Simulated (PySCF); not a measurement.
Zn(Br)(NH2) (BrH2NZn), SMILES [NH2][Zn][Br].

Coordinates come from a B3LYP-D3(BJ)/def2-SVP optimisation. Other conformers were not sampled.

Computed with PySCF with B3LYP-D3(BJ)/def2-SVP.

Frequencies are harmonic and unscaled.

Computed normal modes with their intensities:
```json
[
 {"mode": "1", "ν (cm⁻¹)": "111", "IR (km/mol)": "1.4", "Raman (Å⁴/amu)": "0.3", "depolarisation": "0.75", "moving atoms (share of kinetic energy)": "Zn 38 %, N 30 %, H 25 %"},
 {"mode": "2", "ν (cm⁻¹)": "115", "IR (km/mol)": "8.1", "Raman (Å⁴/amu)": "0.8", "depolarisation": "0.59", "moving atoms (share of kinetic energy)": "Zn 42 %, N 39 %, H 12 %"},
 {"mode": "3", "ν (cm⁻¹)": "288", "IR (km/mol)": "10.7", "Raman (Å⁴/amu)": "10.3", "depolarisation": "0.23", "moving atoms (share of kinetic energy)": "Br 50 %, Zn 35 %, N 14 %"},
 {"mode": "4", "ν (cm⁻¹)": "463", "IR (km/mol)": "152.2", "Raman (Å⁴/amu)": "16.6", "depolarisation": "0.05", "moving atoms (share of kinetic energy)": "H 72 %, N 26 %"},
 {"mode": "5", "ν (cm⁻¹)": "673", "IR (km/mol)": "37.1", "Raman (Å⁴/amu)": "12.7", "depolarisation": "0.31", "moving atoms (share of kinetic energy)": "N 57 %, Zn 23 %, H 19 %"},
 {"mode": "6", "ν (cm⁻¹)": "764", "IR (km/mol)": "20.6", "Raman (Å⁴/amu)": "1.7", "depolarisation": "0.75", "moving atoms (share of kinetic energy)": "H 89 %, N 10 %"},
 {"mode": "7", "ν (cm⁻¹)": "1536", "IR (km/mol)": "6.5", "Raman (Å⁴/amu)": "4.2", "depolarisation": "0.72", "moving atoms (share of kinetic energy)": "H 91 %, N 9 %"},
 {"mode": "8", "ν (cm⁻¹)": "3503", "IR (km/mol)": "5.2", "Raman (Å⁴/amu)": "195.2", "depolarisation": "0.11", "moving atoms (share of kinetic energy)": "H 96 %"},
 {"mode": "9", "ν (cm⁻¹)": "3587", "IR (km/mol)": "6.9", "Raman (Å⁴/amu)": "115.0", "depolarisation": "0.75", "moving atoms (share of kinetic energy)": "H 92 %, N 8 %"}
]
```
